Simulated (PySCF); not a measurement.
An unknown is described by computed data only.

Formula: C7H8FNO.

| Property | Result |
| --- | --- |
| Valence photoelectron | vertical ionisation energy: 9.30 eV [ΔSCF B3LYP/def2-SVPD] |
| Dipole | 2.07 D [B3LYP/def2-SVPD] |
| 13C NMR | chemical shifts (computed TMS as zero) by class: 146.9 (1 C), 143.4 (1 C), 123.3 (1 C), 89.7 (1 C), 83.9 (1 C), 73.9 (1 C), 44.4 (1 C) ppm [GIAO PBE/pcSseg-1] |
| Triplet | lowest triplet excitation (Tamm–Dancoff): 4.37 eV [TDA B3LYP/def2-SVPD] |
| 1H NMR | chemical shifts (computed TMS as zero) by class: 5.86 (1 H), 5.40 (1 H), 5.37 (2 H), 5.33 (1 H), 4.66 (1 H), 4.03 (2 H) ppm [GIAO PBE/pcSseg-1] |
| Polarisability | 103.5 au [B3LYP/def2-SVPD] |
| UV, first state | lowest singlet excitation: 4.90 eV (253 nm, f = 0.002) [TDDFT B3LYP/def2-SVPD] |
| Rotational structure | rotational constants A, B, C: 2.616, 0.459, 0.401 GHz [PBE0-D3(BJ)/def2-SVP] |
| NMR, other nuclei | isotropic shieldings of nuclei other than C and H, by class: 114 (1 N), -74 (1 O), 412 (1 F) ppm [GIAO PBE/pcSseg-1] |
| UV, strongest line | among the 10 lowest singlet transitions: S2 at 5.65 eV (219 nm, f = 0.224) [TDDFT B3LYP/def2-SVPD] |

Electronic properties: PySCF, gas phase, density fitting. Levels stand in brackets. Isolated species at its PBE0-D3(BJ)/def2-SVP geometry (one conformer only). Each NMR value is the plain mean over a class of atoms that symmetry, rotation or inversion makes alike.

Question: Give a SMILES that accounts for the data.

Answer: Numbering: `[CH2:1]=[CH:2][CH2:3][NH:4][C:5](=[O:6])[C:7]#[C:8][CH2:9][F:10]`. Its formula, C7H8FNO, gives 4 degrees of unsaturation: 0 rings and 4 π bonds in the structure found. 7 carbons fall into 7 classes; from least to most shielded: amide carbonyl carbon [C5] (146.9 ppm), alkene CH carbon [C2] (143.4 ppm), terminal =CH2 carbon [C1] (123.3 ppm), alkyne carbon [C7] (89.7 ppm), alkyne carbon [C8] (83.9 ppm), sp3 C–F carbon [C9] (73.9 ppm), sp3 carbon bound to nitrogen [C3] (44.4 ppm). Hydrogen classes from least to most shielded: 1 H on an alkene CH carbon, C2 (5.86 ppm), 1 H on a terminal =CH2 carbon, C1 (5.40 ppm), 2 H on an sp3 C–F carbon, C9 (5.37 ppm), 1 H on a terminal =CH2 carbon, C1 (5.33 ppm), 1 H on an amide nitrogen, N4 (4.66 ppm), 2 H on an sp3 carbon bound to nitrogen, C3 (4.03 ppm, a mean of values up to 2.3 ppm apart in this geometry). The other shieldings belong to: 114 ppm, amide nitrogen [N4]; -74 ppm, amide oxygen [O6]; 412 ppm, alkyl fluorine [F10]. The first electron is taken from the HOMO, whose largest Löwdin shares are 0.23 on the amide nitrogen, 0.22 on the amide oxygen, 0.17 on the terminal =CH2 carbon and 0.16 on the alkene CH carbon. The optimised geometry has point group C1 and is an asymmetric top. Structure: `C=CCNC(=O)C#CCF`. The assignments are read from this structure; whether some other isomer fits the data as well wasn't checked.

Shape of the structure used: `[CH2:1]=[CH:2][CH2:3][NH:4][C:5](=[O:6])[C:7]#[C:8][CH2:9][F:10]`: C1–C2–C3–N4 -122°, C2–C3–N4–C5 -119°, C3–N4–C5–O6 -2°.
